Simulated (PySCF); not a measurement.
## Li: excitation energy

Li [He] 2s1 (2S) → Li [He] 2p1 (2P), as a difference of total energies. Computed with PySCF 2.14 in aug-cc-pVQZ-DK, with the spin-free X2C one-electron Hamiltonian (Gaussian nucleus). The calculations carry no spin-orbit coupling.

```
 method  excitation energy (cm⁻¹)
    UHF                     14856
    LDA                     12883
    PBE                     12545
   PBE0                     13225
 r2SCAN                     12995
  TPSSh                     13009
r2SCANh                     13237
LC-wPBE                     14801
```

For comparison: 14904 cm⁻¹ (measured; NIST levels, between the centres of gravity of the two terms).
